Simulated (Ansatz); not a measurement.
Geometry optimisation, Ansatz, RKS B3LYP-D4/6-31G*.

Input file:

```yaml
crystal:
  periodic: [false, false, false]
  atoms:
    - { symbol: B, position_ang: [-1.057842, 0.471024, 0.28476] }
    - { symbol: O, position_ang: [1.574368, -0.118986, -0.4296] }
    - { symbol: F, position_ang: [-1.339232, 0.237571, -0.976338] }
    - { symbol: F, position_ang: [-0.998523, 1.691075, 0.754295] }
    - { symbol: H, position_ang: [1.425174, -0.8317, 0.212383] }
    - { symbol: Cl, position_ang: [-0.907676, -0.943354, 1.430968] }
    - { symbol: H, position_ang: [1.303831, -0.50553, -1.276669] }
basis:
  gaussian: { orbitals: "6-31G*" }
hamiltonian:
  xc: b3lyp
  dispersion: d4
relax:
  f_tol: 0.03
  max_steps: 50
```

Run as:

```bash
$ ansatz run input.yaml --threads 2 --pin off --max-ram 3072MiB --backend cpu --events-out ev --progress --plain --runs-dir out
```

Question: Where does it end, and by what steps?

Answer: The forces met the threshold. After 10 steps the energy has fallen by 0.290 eV; O2 moved furthest, 0.57 Å. Joined: B1–O2 (2.79 → 1.77 Å).

```csv
step,energy less start (eV),largest force component (eV/Å),accepted
0,0.0000,0.808,yes
1,0.0025,2.178,no
2,-0.0473,0.731,yes
3,-0.0774,0.979,yes
4,-0.1406,1.438,yes
5,-0.2229,0.907,yes
6,-0.2656,0.363,yes
7,-0.2839,0.307,yes
8,-0.2895,0.071,yes
9,-0.2898,0.032,yes
10,-0.2899,0.005,yes
```

```xyz
7
Properties=species:S:1:pos:R:3
B -0.645 0.322 0.163
O 1.039 0.012 -0.275
F -1.230 0.127 -1.039
F -0.612 1.570 0.637
H 1.373 -0.709 0.290
Cl -0.946 -0.996 1.412
H 1.019 -0.326 -1.189
```

Whether the end is a true minimum wasn't checked by a vibrational analysis.

Time of the run: 17 s on 2 threads of AMD EPYC 7R13 Processor (Zen 3) (shared host), peak memory 0.18 GiB.
